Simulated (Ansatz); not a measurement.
Coupled-cluster run, CH₇ClGeO₂Si (`C[O][GeH]([Cl])[O][SiH3]`).

```yaml
crystal:
  periodic: [false, false, false]
  atoms:
    - {symbol: C, position_ang: [0.445320, -1.202594, -1.574677]}
    - {symbol: O, position_ang: [1.544502, -0.647260, -0.879413]}
    - {symbol: Ge, position_ang: [1.339910, 0.778073, 0.117091]}
    - {symbol: Cl, position_ang: [0.528769, 2.354496, -1.094055]}
    - {symbol: O, position_ang: [0.186258, 0.469545, 1.396972]}
    - {symbol: Si, position_ang: [-1.436695, 0.332863, 1.602779]}
    - {symbol: H, position_ang: [-0.024556, -0.471683, -2.241335]}
    - {symbol: H, position_ang: [0.823130, -2.029718, -2.177652]}
    - {symbol: H, position_ang: [-0.312020, -1.594639, -0.886587]}
    - {symbol: H, position_ang: [2.686880, 1.155098, 0.710618]}
    - {symbol: H, position_ang: [-2.171396, 1.157829, 0.609127]}
    - {symbol: H, position_ang: [-1.843365, -1.088463, 1.441298]}
    - {symbol: H, position_ang: [-1.766727, 0.786453, 2.975844]}
basis:
  gaussian: {orbitals: def2-TZVPP}
correlation: {method: ccsd_t}
```

```sh
$ ansatz run in.yaml --threads 2 --pin off --events-out ev --progress --plain --max-ram 32768MiB --backend cuda --devices 0, --max-vram 18GiB
```

Log, shortened:

```
Functional definition: HF
1938 factors; integrals over basis functions are off by at most 1.2e-3 eV
mean field evaluation 1: about -82056.5040 eV, gradient 4.9e1 eV
mean field evaluation 2: about -82056.8451 eV, gradient 4.9e1 eV
mean field evaluation 4: about -82061.7154 eV, gradient 4.6e0 eV
mean field evaluation 8: about -82061.7933 eV, gradient 2.6e-1 eV
mean field -82061.79362086 eV, -3015.7152920852 hartree, gradient 2.9e-6 eV, S^2 0.000000; 0 other end points of the search recorded, 0 dependent functions left out
22 core orbitals not correlated: weight in the atoms' cores, before any rotation towards them, 1.000 or more for the frozen orbitals, at most 0.000 for the correlated occupied ones
reference -82061.79362086 eV, -3015.7152920852 hartree; 24, 24 occupied and 277, 277 virtual orbitals, 1938 factors
second order -32.92614882 eV of doubles, -0.00000000 eV of singles
cycle   1  -33.19193739 eV  change   -2.7e-1 eV  update   1.3e-1
cycle   2  -34.07781114 eV  change   -8.9e-1 eV  update   3.8e-2
cycle   3  -34.26521007 eV  change   -1.9e-1 eV  update   1.9e-2
cycle   4  -34.24482722 eV  change    2.0e-2 eV  update   4.1e-3
cycle   5  -34.24257939 eV  change    2.2e-3 eV  update   2.0e-3
cycle   6  -34.24380056 eV  change   -1.2e-3 eV  update   5.8e-4
cycle   7  -34.24351456 eV  change    2.9e-4 eV  update   2.5e-4
cycle   8  -34.24343705 eV  change    7.8e-5 eV  update   7.2e-5
cycle   9  -34.24347146 eV  change   -3.4e-5 eV  update   2.7e-5
perturbative correction -1.29836689 eV, -0.0477141030 hartree
Total energy: -82097.33545921 eV, -3017.0214305534 hartree
```

It took 19 s on 2 threads of an AMD EPYC 7R13 on a shared host and a share of an NVIDIA H100 80 GB, with 1.4 GiB of host memory at the peak.

MP2 recovers 92.6 % of the CCSD(T) correlation energy and the triples give 3.7 %; T1 = 0.0116.
